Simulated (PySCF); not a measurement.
# How the method changes the shape and vibrations of BCFH3Si cation

Calculated results; nothing here was measured. They come from PySCF 2.14.0, an open-source quantum chemistry program, on an isolated molecule that a program drew, which may never have been made. The molecule is BCFH3Si cation (charge +1, singlet), drawn as the SMILES string `F[B+]C=[SiH2]`.

The geometry was optimised and harmonic frequencies were computed with HF and MP2, all in the cc-pV(D+d)Z basis, for the commonest isotopes, with a restricted reference for singlets and an unrestricted one otherwise, and a frozen core in MP2. Each result is a local minimum of its method.

Geometry at the HF minimum:
```xyz
7
BCFH3Si cation, angstrom
F    -1.9102   -2.3563   -5.0267
B    -1.7523   -1.1738   -4.6700
C    -1.5640    0.1738   -4.2556
Si   -0.4041    0.6885   -3.0712
H    -2.2050    0.9159   -4.7296
H     0.4722   -0.2803   -2.4150
H    -0.2812    2.0967   -2.7080
```

Lengths of the bonds as drawn, in Å (atoms numbered as above):
| bond | HF | MP2 |
|---|---|---|
| F1-B2 | 1.245 | 1.264 |
| B2-C3 | 1.422 | 1.435 |
| C3-Si4 | 1.736 | 1.747 |
| C3-H5 | 1.089 | 1.100 |
| Si4-H6 | 1.462 | 1.468 |
| Si4-H7 | 1.459 | 1.466 |

Rotational constants, in GHz:
| constant | HF | MP2 |
|---|---|---|
| A | 31.46 | 29.44 |
| B | 2.531 | 2.534 |
| C | 2.343 | 2.333 |

Harmonic frequencies in cm^-1, each column in rising order, so a row needn't be the same motion in every method:
```
rank,HF,MP2
1,133,118
2,246,237
3,483,456
4,514,477
5,641,613
6,679,649
7,748,690
8,866,828
9,1009,944
10,1029,970
11,1263,1183
12,1841,?
13,2424,2363
14,2461,2407
15,3296,3204
```

**Estimate the missing MP2 frequency from the HF column.**

A single factor s that minimises the squared misfit of MP2 against s times HF over the other rows is sum(HF x MP2) / sum(HF^2) = 0.9671, with an rms misfit of 21 cm^-1. For rank 12 it gives 0.9671 x 1841 = 1780 cm^-1. The calculation gives 1787 cm^-1, 7 cm^-1 above the estimate. The drawn bonds are on average 0.8 % longer in MP2 than in HF.
